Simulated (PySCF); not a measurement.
## Adding and removing an electron: NaCa

PBE0; Na x2c-SVPall, Ca x2c-SVPall; spin-free X2C with a Gaussian nucleus (PySCF 2.14). Neutral (UKS): doublet (σ ↑), Re = 3.704 Å, ωe = 110 cm⁻¹, De = 0.29 eV, HOMO -3.26 eV, LUMO -1.67 eV.

NaCa⁺ (UKS): singlet (closed shell), Re = 3.553 Å, ωe = 138 cm⁻¹, De = 1.01 eV to Na⁺ + Ca. The energies at the minima are -842.49864 hartree for NaCa and -842.33268 for NaCa⁺.

**Question.** Work out the adiabatic ionisation energy, without and with harmonic zero-point energies (1 hartree = 27.2114 eV, 1 eV = 8065.5 cm⁻¹), and the change of the bond length.

**Answer.** At PBE0: 0.16596 hartree = 4.516 eV between the minima; the zero-point term (138.0 − 110.0)/2 cm⁻¹ = +0.002 eV makes it 4.518 eV. Re changes by -15.1 pm against the neutral. The electron leaves a σ orbital, and the shorter bond of the ion fits an antibonding orbital, or a change in how ionic the bond is.

Closed-shell solutions of metal pairs were not tested for spin polarisation, which can lower them a little. Weak bonds: NaCa. Basis-set superposition, not corrected here, can be much of De in a small basis, most of all at correlated wavefunction levels. For an ion De counts to the pair picked by the measured ionisation energies or electron affinities, which need not be the lowest pair at this level. States were picked by a PBE0 search and need not be the measured ground states.
